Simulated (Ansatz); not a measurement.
Born–Oppenheimer molecular dynamics of C2H3BO (7 atoms, charge 0, multiplicity 1). It starts from a relaxed structure.

Method: RKS PBE/6-31G in Ansatz.

```json
{
 "ensemble": "NVE (velocity Verlet)",
 "time step": "2.5 fs",
 "steps asked": "40",
 "starting velocities drawn for": "700 K",
 "seed": "2445"
}
```

First frame:

```xyz
7
Properties=species:S:1:pos:R:3
B -0.796 0.429 -0.561
C 0.178 0.425 0.699
C 0.682 -0.685 0.117
O -0.197 -0.775 -1.118
H -1.695 1.041 -1.058
H 0.438 0.944 1.616
H 1.451 -1.446 0.260
```

What does the run give?

The run went to its last step.

| Property | Result |
| --- | --- |
| steps done | 40 |
| time covered | 100 fs |
| mean temperature over the second half | 320431 K |
| spread of the potential energy over the second half | 356.4 meV per atom |
| mean potential energy of the second half above the start | 2252.2 meV per atom |

The conserved energy changed by up to 32000 meV per atom, so the integration failed: the time step of 2.5 fs is too long for the fastest motions that this run met, and the later frames carry no physical meaning.

What happens to the structure?

Parted: B1–C2 1.59 → 2.80 Å, B1–O4 1.46 → 3.05 Å, C2–C3 1.35 → 2.20 Å, C2–H6 1.09 → 1.98 Å, C3–H7 1.09 → 125.45 Å. Joined: C2–O4 2.21 → 1.40 Å. It ends as BH + C2O + H + H. Pairs count as bonded within 1.25 times the sum of covalent radii (0.12 Å more for H–H). This is one draw of velocities; another would differ in detail.

How do temperature and energy run in time?


```
time (fs)   T (K)  potential energy less start (eV)  conserved less start (meV/atom)
        0     700                             0.000                             0.00
      2.5     504                             0.359                            33.24
        5     520                             0.447                            47.21
      7.5     337                             0.580                            49.38
       10     533                             0.266                            22.62
     12.5     501                             0.660                            75.91
       15     987                             0.821                           143.77
     17.5     378                             1.231                           146.02
       20    1413                             0.500                           137.26
     22.5     576                             1.508                           203.89
       25    2774                             1.522                           408.89
     27.5     578                             2.923                           406.22
       30     454                             2.959                           400.00
     32.5    1878                             2.087                           406.92
       35    3151                             0.450                           290.57
     37.5   69046                            13.379                          8221.54
       40  330527                             8.120                         31612.53
     42.5  324547                            12.949                         31750.20
       45  326213                            11.762                         31734.37
     47.5  329303                             9.803                         31739.88
       50  326531                            11.893                         31782.56
     52.5  322873                            14.346                         31795.17
       55  319190                            16.575                         31773.56
     57.5  316842                            17.806                         31732.55
       60  315277                            18.865                         31739.47
     62.5  314427                            19.442                         31743.44
       65  314551                            19.331                         31739.05
     67.5  315076                            19.053                         31747.80
       70  316130                            18.179                         31720.10
     72.5  317398                            17.480                         31737.38
       75  319754                            15.864                         31724.00
     77.5  320989                            14.839                         31691.69
       80  321238                            15.476                         31805.69
     82.5  325724                            11.721                         31683.47
       85  323668                            13.088                         31688.88
     87.5  320566                            16.169                         31842.62
       90  325983                            11.514                         31677.84
     92.5  325591                            12.702                         31811.22
       95  323941                            14.674                         31940.65
     97.5  321761                            16.002                         31929.05
      100  321532                            16.062                         31916.50
```

Time of the run: 39 s on 1 thread of Intel(R) Xeon(R) Platinum 8375C CPU @ 2.90GHz (Ice Lake) (shared host), peak memory 0.1 GiB.
